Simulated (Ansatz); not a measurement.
Computed with Ansatz on PBE0-D4/def2-TZVP structures; ΔE is electronic, products minus reactants. CCSD(T)/CBS is the MP2 limit (def2-TZVPP, def2-QZVPP) plus CCSD(T) − MP2 in def2-TZVPP, frozen cores. DFT in def2-TZVPP. Each species was taken in one conformer, which may not be the lowest.

Consider the redistribution: `N[Si](Cl)(Cl)Cl` + `N[SiH](F)[Si](N)(Cl)Cl` → `N[Si](Cl)(Cl)[Si](N)(Cl)Cl` + `N[SiH](F)Cl`.

(1) Is it downhill or uphill in electronic energy at CCSD(T)/CBS, and by how much? (Estimate.)

(2) What do these levels give: PBE-D4, r2SCAN-D4, ωB97X-V, ωB97M-V, B2PLYP, PBE, r2SCAN, SCS-MP2/def2-TZVPP, CCSD/def2-TZVPP, MP2/def2-QZVPP, HF/CBS(def2), CCSD/CBS(def2)? (An estimate is asked.)

Largest T1 diagnostic among the species: 0.011.

Answers

(1) Ansatz gave: Downhill: ΔE = -0.14 eV.

(2) The calculation gave: PBE-D4 -0.12, r2SCAN-D4 -0.14, ωB97X-V -0.12, ωB97M-V -0.12, B2PLYP -0.12, PBE -0.10, r2SCAN -0.13, SCS-MP2/def2-TZVPP -0.15, CCSD/def2-TZVPP -0.14, MP2/def2-QZVPP -0.15, HF/CBS(def2) -0.14, CCSD/CBS(def2) -0.14 eV.

The D4 term adds −0.04 eV with B3LYP and −0.03 eV with PBE0; it sums over pairs of atoms, weighted by their polarisabilities, and B3LYP, whose exchange is more repulsive, gets the larger term.

B3LYP here is the variant with VWN-RPA as its local correlation; programs differ in this.
